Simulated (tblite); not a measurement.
Species: C6H10O2 (charge +1 and doublet state).
Z-matrix (Å and degrees, GFN2-xTB geometry), rows numbered from 1:
```
C 
C   1  1.5113
C   2  1.5094  1  114.52
C   3  1.5001  2  118.94  1    50.75
C   3  1.5380  2  117.84  1  -159.75
O   5  1.4511  3   89.95  2   104.75
C   6  1.2947  5   96.98  3    -2.21
O   7  1.1711  3  128.09  2    59.56
H   1  1.0871  2  110.41  3   171.60
H   1  1.0978  2  110.11  3    53.46
H   1  1.0877  2  112.54  3   -66.39
H   2  1.1021  1  108.99  3   119.01
H   2  1.0955  1  110.34  3  -125.62
H   4  1.0940  3  108.86  2    68.74
H   4  1.0899  3  112.07  2  -173.55
H   4  1.0870  3  111.70  2   -51.33
H   5  1.0911  3  116.80  2    -8.14
H   5  1.0908  3  116.46  2  -142.04
```

Structure optimised with GFN2-xTB, isolated species. This method treats the open shell by occupation alone, without spin polarisation.

Masses are those of the commonest isotopes; rigid-rotor values at the optimised geometry. The values belong to one conformer with, in the numbering `[CH3:1][CH2:2][C@@:3]1([CH3:4])[CH2:5][O:6][C:7]1=[O+:8]`, C1–C2–C3–C4 51°.

(1) What are A, B and C (GHz)?

(2) Classify the top.

(3) What does the inertial defect say?

(4) Give the other two planar moments, Paa and Pbb, and the rms extents of the mass along the axes.

(5) Estimate the classical rotational partition function at 50 K, 200 K and 500 K.

Answers

(1) Ia = 179.64, Ib = 260.15, Ic = 311.06 u·Å²; 505379 MHz·u·Å²/I gives 2813, 1943 and 1625 MHz, that is A = 2.8133, B = 1.9427, C = 1.6247 GHz.

(2) An asymmetric top. Ray's parameter κ = (2B − A − C)/(A − C) = -0.465; −1 is the prolate and +1 the oblate limit.

(3) Not planar: Δ = Ic − Ia − Ib = -128.73 u·Å². For a rigid frame Δ = −2 Σ m c², so Σ m c² = 64.36 u·Å² lies off the ab plane: 18.90 from hydrogen and 45.47 from heavier atoms. The atom farthest from that plane is 2.06 Å away.

(4) Paa = Σ m a² = (Ib + Ic − Ia)/2 = 195.78 and Pbb = Σ m b² = (Ia + Ic − Ib)/2 = 115.28 u·Å². With the mass M = 114.07 u, the rms extents √(P/M) along a, b and c are 1.31, 1.01, 0.75 Å.

(5) Point group C1, symmetry number σ = 1; q = (√π/σ)·√((kT/h)³/(ABC)), k/h = 20836.6 MHz/K: 20000 at 50 K, 160000 at 200 K, 633000 at 500 K.

For this open shell read J as N, the rotation without spin; fine and hyperfine splittings come on top. Its GFN2-xTB frequencies are all real (lowest 96 cm⁻¹). These are rigid-rotor constants of the computed structure; measured ground-state constants (B0) also hold zero-point vibration.

Time: 0.75 s wall. Hardware: Arm Neoverse V2, one thread, on a shared host. That covers the optimisation of the geometry.
